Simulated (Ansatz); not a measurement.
Rb8Cl8⁺ (started as a model of: 2x2x4 RbCl rock-salt block). The state is a doublet with charge 1. Geometry r2SCAN-D4/def2-SVP, that of the neutral singlet; atoms count from 1.

```xyz
16

Rb    3.988    3.394   -0.569
Cl    2.619    0.551   -0.834
Rb    1.178   -2.309   -1.077
Cl   -0.338   -5.103   -1.273
Cl    1.408    4.801   -1.656
Rb   -0.064    1.995   -1.975
Cl   -1.512   -0.864   -2.197
Rb   -2.918   -3.696   -2.361
Cl    2.919    3.699    2.361
Rb    1.510    0.847    2.209
Cl    0.052   -2.004    1.959
Rb   -1.406   -4.798    1.658
Rb    0.335    5.100    1.273
Cl   -1.159    2.316    1.071
Rb   -2.625   -0.532    0.841
Cl   -3.989   -3.397    0.569
```

In the def2 sets Rb takes a core potential; there is no spin–orbit coupling. The gap within one spin of the charge 1 doublet nearly closes, so an electron or hole may be smeared out by delocalisation error.

(1) Estimate the Mulliken populations from the PBE/def2-SVP orbitals of Ansatz.

(2) Where does the spin sit?

(3) And the Mayer bond orders between heavy atoms (over 0.3)?

Answers

(1) 
```json
{"atom": "Rb1", "charge (e)": "0.61", "spin (α − β)": "0.00"}
{"atom": "Cl2", "charge (e)": "-0.49", "spin (α − β)": "0.06"}
{"atom": "Rb3", "charge (e)": "0.54", "spin (α − β)": "0.00"}
{"atom": "Cl4", "charge (e)": "-0.42", "spin (α − β)": "0.19"}
{"atom": "Cl5", "charge (e)": "-0.42", "spin (α − β)": "0.19"}
{"atom": "Rb6", "charge (e)": "0.54", "spin (α − β)": "0.00"}
{"atom": "Cl7", "charge (e)": "-0.49", "spin (α − β)": "0.06"}
{"atom": "Rb8", "charge (e)": "0.61", "spin (α − β)": "0.00"}
{"atom": "Cl9", "charge (e)": "-0.42", "spin (α − β)": "0.19"}
{"atom": "Rb10", "charge (e)": "0.54", "spin (α − β)": "0.00"}
{"atom": "Cl11", "charge (e)": "-0.49", "spin (α − β)": "0.06"}
{"atom": "Rb12", "charge (e)": "0.61", "spin (α − β)": "0.00"}
{"atom": "Rb13", "charge (e)": "0.61", "spin (α − β)": "0.00"}
{"atom": "Cl14", "charge (e)": "-0.49", "spin (α − β)": "0.06"}
{"atom": "Rb15", "charge (e)": "0.54", "spin (α − β)": "0.00"}
{"atom": "Cl16", "charge (e)": "-0.42", "spin (α − β)": "0.19"}
```
Mulliken values depend strongly on the basis.

(2) Summed by element: Rb 0.00, Cl 1.00, of 1 unpaired in all. Largest on single atoms: Cl5 0.19, Cl4 0.19, Cl16 0.19.

(3) Rb1–Cl5 0.30 (3.13 Å); Rb1–Cl9 0.31 (3.13 Å); Cl2–Rb10 0.31 (3.25 Å); Rb3–Cl11 0.31 (3.25 Å); Cl4–Rb8 0.30 (3.13 Å); Cl4–Rb12 0.31 (3.13 Å); Cl5–Rb13 0.31 (3.13 Å); Rb6–Cl14 0.31 (3.25 Å); Cl7–Rb15 0.31 (3.25 Å); Rb8–Cl16 0.31 (3.13 Å); Cl9–Rb13 0.30 (3.13 Å); Rb12–Cl16 0.30 (3.13 Å).
